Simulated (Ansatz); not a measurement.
`[OH][Nb]([OH])([Cl])([Cl])[Cl]`. The species carries charge 0 and has multiplicity 1. Correlated methods include outer-core shells of Nb, which these sets cover unevenly. Nb: def2 effective core potential.

```xyz
8

O     1.719    0.601   -0.299
Nb   -0.041   -0.038   -0.335
O    -1.724   -0.606    0.255
Cl    0.244    0.226    2.014
Cl   -0.832    1.591   -1.703
Cl    0.448   -1.947   -1.460
H     2.313    0.865    0.407
H    -2.128   -0.692    1.121
```

Give the diagnostics of a CCSD(T)/def2-TZVPP run (frozen core, Ansatz 0.2.0). (An estimate is asked.)

Computed: T1 = 0.0211, largest single amplitude 0.075, largest double 0.036, (T) share of the correlation energy 5.0 %, 12 CCSD cycles. The RHF solution is stable towards an unrestricted one. T1 lies over the customary mark of 0.02 for closed shells; compounds of d metals often pass it without a breakdown.
